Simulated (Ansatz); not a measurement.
Consider the atomization: `N[SiH](O)CO` → C• + 7 H• + N• + 2 O• + Si•.

Computed with Ansatz on PBE0-D4/def2-TZVP structures; ΔE is electronic, products minus reactants. CCSD(T)/CBS adds triple-zeta CCSD(T) − MP2 to the extrapolated MP2 energy (def2 sets, frozen cores). This one scheme is used for every species, atoms too. For atomizations the MP2-based limit and the directly extrapolated one differ by several kJ/mol either way, and by 10 to 25 for some Ge, Se and Sn compounds, so smaller differences from it don't rank the levels. DFT in def2-TZVPP. B3LYP here is the variant with VWN-RPA as its local correlation; programs differ in this. HSE06 is defined as in plane-wave codes. No spin–orbit coupling; open shells (•) take unrestricted orbitals. Spin–orbit coupling would lower the free atoms: a little for C, O, Si. Each species was taken in one conformer, which may not be the lowest.

| level | ΔE (kJ/mol) | difference from CCSD(T)/CBS |
| --- | --- | --- |
| LDA (SPW92) | 5092.9 | 651.4 |
| PBE-D4 | 4496.2 | 54.7 |
| revPBE-D4 | 4378.6 | -62.9 |
| BLYP-D4 | 4428.3 | -13.2 |
| r2SCAN-D4 | 4417.8 | -23.7 |
| B97M-V | 4416.2 | -25.3 |
| PBE0-D4 | 4398.1 | -43.4 |
| B3LYP-D4 | 4422.3 | -19.2 |
| r2SCANh-D4 | 4383.8 | -57.7 |
| r2SCAN0-D4 | 4334.7 | -106.8 |
| HSE06-D4 | 4401.7 | -39.8 |
| BHLYP-D4 | 4270.7 | -170.8 |
| CAM-B3LYP-D4 | 4451.6 | 10.1 |
| ωB97X-V | 4440.3 | -1.2 |
| ωB97M-V | 4445.7 | 4.2 |
| B2PLYP | 4375.3 | -66.2 |
| PBE | 4473.0 | 31.5 |
| revPBE | 4305.6 | -135.9 |
| BLYP | 4377.1 | -64.4 |
| PBE0 | 4378.7 | -62.8 |
| B3LYP | 4385.2 | -56.3 |
| r2SCANh | 4377.7 | -63.8 |
| r2SCAN0 | 4328.1 | -113.4 |
| HSE06 | 4383.7 | -57.8 |
| CAM-B3LYP | 4432.1 | -9.4 |
| LC-ωPBE | 4401.2 | -40.3 |
| HF/def2-SVP | 3053.6 | -1387.9 |
| CCSD/def2-SVP | 4051.0 | -390.5 |
| CCSD(T)/def2-SVP | 4091.2 | -350.3 |
| HF/def2-TZVPP | 3082.4 | -1359.1 |
| MP2/def2-TZVPP | 4380.3 | -61.2 |
| SCS-MP2/def2-TZVPP | 4370.2 | -71.3 |
| CCSD/def2-TZVPP | 4236.8 | -204.7 |
| CCSD(T)/def2-TZVPP | 4302.9 | -138.6 |
| HF/def2-QZVPP | 3091.7 | -1349.8 |
| MP2/def2-QZVPP | 4463.0 | 21.5 |
| SCS-MP2/def2-QZVPP | 4463.3 | 21.8 |
| HF/CBS(def2) | 3093.1 | -1348.4 |
| MP2/CBS(def2) | 4518.8 | 77.3 |
| CCSD/CBS(def2) | 4375.4 | -66.1 |
| CCSD(T)/CBS | 4441.5 | 0 |

Largest T1 diagnostic among the species: 0.012.

From r2SCAN to r2SCAN0 (25 % exact exchange), in def2-TZVPP and without D4, ΔE moves by −83.9 kJ/mol: exact exchange takes away binding that semilocal exchange gives to molecules. The D4 term adds +37.1 kJ/mol with B3LYP and +19.4 kJ/mol with PBE0; it sums over pairs of atoms, weighted by their polarisabilities, and B3LYP, whose exchange is more repulsive, gets the larger term.
